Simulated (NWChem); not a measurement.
A series in which one site is exchanged, each optimised at PBE0/def2-SVP with NWChem, gas phase unless a solvent is named. Low-valent species are run as closed-shell singlets; no triplet was tried in these runs. For some, no frequency run checked for a minimum. def2 effective core potentials on I; no spin-orbit coupling.

A: [F][Ge][I] (GeIF; site = F)
B: [I][Ge][I] (GeI2; site = I)
C: [Br][Ge][I] (GeIBr; site = Br)
D: [Cl][Ge][I] (GeICl; site = Cl)

Task: Rank them by dipole (D), PBE0/def2-SVP, lowest first.

Result: B (1.45), C (1.63), D (1.76), A (2.07)
